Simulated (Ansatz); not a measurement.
Reaction (SMILES): [SiH2]=C (CH2-SiH2) → C atom + 4 H atom + Si atom
B3LYP-D3(BJ)/def2-TZVP geometries, fixed; electronic energies without zero-point terms.
Largest species:
```
Si
C 1 1.7009
H 2 1.0823 1 122.25
H 2 1.0823 3 115.51 1 180.00
H 1 1.4730 2 122.63 3 0.00
H 1 1.4730 5 114.74 2 -180.00
```

The atomisation energy at CCSD(T) with Ansatz (a quantum-chemistry and plane-wave program), in kcal/mol, split into its Hartree-Fock and correlation parts. Cores are frozen. A restricted Hartree-Fock determinant is unstable towards unrestricted orbitals. Open shells are unrestricted. No added dispersion term, no relativity. Functions are those of the species that has most.

```
basis        X  functions  Hartree-Fock  CCSD(T)
-----------  -  ---------  ------------  -------
cc-pV(D+d)Z  2         57        333.56   425.90
cc-pV(T+d)Z  3        125        340.40   449.56
cc-pV(Q+d)Z  4        239        341.76   457.01
```

Worked estimate of the basis-set limit from each neighbouring pair, with Hartree-Fock from the larger set and the correlation part extrapolated as X^-3.
Correlation parts: X = 2: 92.34, X = 3: 109.16, X = 4: 115.25.
- (2,3): (27·(109.16) - 8·(92.34))/19 = 116.24; with Hartree-Fock 340.40 the estimate is 456.64 kcal/mol.
- (3,4): (64·(115.25) - 27·(109.16))/37 = 119.69; with Hartree-Fock 341.76 the estimate is 461.45 kcal/mol.
The last two estimates differ by 4.81 kcal/mol; the largest set lies 4.44 from the last. Over the last step Hartree-Fock moves by 1.36 and the correlation part by 6.09.
